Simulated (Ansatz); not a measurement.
The same path of Al₂H₅NO₂ (10 atoms, charge 0, multiplicity 1) was run twice with different band settings. Lost on the way: Al5–H10. Made: Al2–H9, N4–H10.

The calculation used Ansatz, RKS PBE/def2-SVP.

Relaxed end points:

```xyz
10
Properties=species:S:1:pos:R:3
O -0.617 -0.512 2.518
Al 0.171 -0.189 1.024
O 1.870 0.032 1.040
N -0.676 -0.074 -0.563
Al -0.080 0.402 -2.199
H -1.575 -0.606 2.624
H 2.357 0.006 1.879
H -1.675 -0.320 -0.540
H -1.132 0.353 -3.407
H 1.440 0.858 -2.373
```

```xyz
10
Properties=species:S:1:pos:R:3
O -1.159 -0.475 1.487
Al 0.078 0.158 0.450
O 1.781 0.194 0.782
N -0.141 -0.692 -1.259
Al -0.749 1.102 -2.113
H -1.329 -0.134 2.378
H 2.166 0.691 1.518
H -0.849 -1.441 -1.290
H -0.433 1.635 -0.281
H 0.718 -1.090 -1.668
```

Common settings: spring 5.0 eV/Å²; optimiser quadratic models (default); start path through a guess of the saddle point; force threshold 0.05 eV/Å; iteration limit 60; end points relaxed.

| run | movable images | climbing image |
| --- | --- | --- |
| 1 | 9 | yes |
| 2 | 4 | no |

**Question.** What does each run give, and how far can it be trusted?

**Answer.** Run 1: converged after 39 iterations, highest image 2.759 eV above the first end. The profile has 3 maxima (images 1, 4, 8) with wells between them (images 2, 6): this band takes more than one step, which may be the mechanism or a detour left from its start path. Neighbouring images differ by up to 2.5 eV, so the band resolves the path poorly. A vibrational analysis at the climbing image gives one clearly imaginary mode, 1338i cm⁻¹: a first-order saddle point.
Run 2: converged after 20 iterations, highest image 1.692 eV above the first end. Neighbouring images differ by up to 1.6 eV, so the band resolves the path poorly. No image climbed, so the highest image needn't sit at the top of the path. A band with more images between the same ends climbed to 2.76 eV, so this one has probably stepped over the top.
The orbitals stay closed-shell, which can raise the energy where a bond breaks towards radicals; this wasn't checked here.
